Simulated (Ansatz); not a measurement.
C₆H₄O₂, quintet, at a GFN2-xTB geometry of the parent state (a higher spin typed on purpose: for a closed-shell molecule this is an excited state); CAM-B3LYP/6-31G* run with Ansatz (a first-principles code).

Ansatz was given this input:
Ansatz 0.2 input:
```yaml
crystal:
  periodic: [false, false, false]
  atoms:
    - {symbol: O, position_ang: [2.61718484, 0.51914830, -0.01082416]}
    - {symbol: C, position_ang: [1.42622774, 0.28290845, -0.00589860]}
    - {symbol: C, position_ang: [0.41173671, 1.35470827, 0.04155026]}
    - {symbol: C, position_ang: [-0.89730690, 1.09504462, 0.04696421]}
    - {symbol: C, position_ang: [-1.42622774, -0.28290845, 0.00589860]}
    - {symbol: O, position_ang: [-2.61718484, -0.51914830, 0.01082416]}
    - {symbol: C, position_ang: [-0.41173671, -1.35470827, -0.04155026]}
    - {symbol: C, position_ang: [0.89730690, -1.09504462, -0.04696421]}
    - {symbol: H, position_ang: [0.79604929, 2.36494929, 0.07169503]}
    - {symbol: H, position_ang: [-1.63787548, 1.88215271, 0.08176126]}
    - {symbol: H, position_ang: [-0.79604929, -2.36494929, -0.07169503]}
    - {symbol: H, position_ang: [1.63787548, -1.88215271, -0.08176126]}
basis:
  gaussian:
    orbitals: 6-31G*
hamiltonian:
  xc: cam_b3lyp
magnetization: {spin_polarized: false, initial_magnetization: 4}
```

It wrote (shortened):

```
Functional definition: CAM-B3LYP
1248 factors; integrals over basis functions are off by at most 1.5e-3 eV
354 factors; integrals over basis functions are off by at most 4.7e-6 eV
mean field evaluation 1: about -10361.1626 eV, gradient 5.2e1 eV
mean field evaluation 2: about -10361.4825 eV, gradient 5.2e1 eV
mean field evaluation 4: about -10364.5526 eV, gradient 3.2e1 eV
mean field evaluation 8: about -10367.1570 eV, gradient 1.1e0 eV
mean field evaluation 16: about -10367.1610 eV, gradient 6.8e-4 eV
mean field evaluation 32: about -10367.1752 eV, gradient 2.3e0 eV
mean field evaluation 64: about -10367.4346 eV, gradient 2.4e-2 eV
mean field evaluation 96: about -10367.2405 eV, gradient 7.8e0 eV
mean field -10367.57910887 eV, -381.0015048533 hartree, gradient 8.1e-7 eV, S^2 6.000000; 7 other end points of the search recorded, 0 dependent functions left out
reference -10367.57920167 eV, -381.0015082637 hartree; 30, 26 occupied and 98, 102 virtual orbitals, 1248 factors
Total energy: -10367.57920167 eV, -381.0015082637 hartree
```
